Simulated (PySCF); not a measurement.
**Single point on CuCl**

State: ³Σ⁺ (triplet), unpaired electrons σ ↑↑, a second solution, started from another occupation.

An equivalent input (the run itself took its basis sets from the Basis Set Exchange, started from a PBE0 density and held the occupation σ 9α 7β, πx 4α 4β, πy 4α 4β, δx 1α 1β, δy 1α 1β):

```python
from pyscf import gto, dft
mol = gto.M(atom='Cu 0 0 0; Cl 0 0 2.058', basis={'Cu': 'cc-pVDZ-PP', 'Cl': 'cc-pV(D+d)Z'}, ecp={'Cu': 'cc-pVDZ-PP'},
            charge=0, spin=2, verbose=4, symmetry='C2v')
mf = dft.UKS(mol, xc='PBE0')
mf.grids.atom_grid = (80, 434)
mf.grids.prune = dft.gen_grid.treutler_prune
mf.irrep_nelec = {'A1': (10, 8), 'A2': (1, 1), 'B1': (4, 4), 'B2': (4, 4)}
mf.conv_tol = 1e-9
mf.max_cycle = 60
mf.diis_space = 10
mf.kernel()
```

The log (some set-up lines and the per-cycle HOMO/LUMO lines removed):

```
******** <class 'pyscf.dft.uks_symm.SymAdaptedUKS'> ********
method = SymAdaptedUKS
damping factor = 0
level_shift factor = 0
DIIS = <class 'pyscf.scf.diis.CDIIS'>
diis_start_cycle = 1
diis_space = 10
diis_damp = 0
SCF conv_tol = 1e-09
SCF conv_tol_grad = None
SCF max_cycles = 60
number electrons alpha = 19  beta = 17
Set gradient conv threshold to 3.16228e-05
init E= -657.288545989374
cycle= 1 E= -657.274592535175  delta_E= 0.014  |g|= 0.0115  |ddm|= 0.0777
cycle= 2 E= -657.274571074699  delta_E= 2.15e-05  |g|= 0.0165  |ddm|= 0.0477
cycle= 3 E= -657.274659532879  delta_E= -8.85e-05  |g|= 0.00689  |ddm|= 0.0253
cycle= 4 E= -657.274668206711  delta_E= -8.67e-06  |g|= 0.000505  |ddm|= 0.00708
cycle= 5 E= -657.274668322039  delta_E= -1.15e-07  |g|= 0.000211  |ddm|= 0.00136
cycle= 6 E= -657.274668355545  delta_E= -3.35e-08  |g|= 8.48e-05  |ddm|= 0.000639
cycle= 7 E= -657.274668360558  delta_E= -5.01e-09  |g|= 2.98e-05  |ddm|= 0.000211
cycle= 8 E= -657.274668361075  delta_E= -5.17e-10  |g|= 1.03e-05  |ddm|= 7.96e-05
Extra cycle  E= -657.274668361041  delta_E= 3.4e-11  |g|= 2e-05  |ddm|= 2.81e-05
converged SCF energy = -657.274668361041  <S^2> = 2.0031742  2S+1 = 3.0021154
```

Repeating this along the bond gives Re = 2.134 Å and ωe = 396 cm⁻¹.

A point of this curve took 1.2 CPU seconds beside 0.3 for the integrals, on Arm Neoverse V1 (shared host).
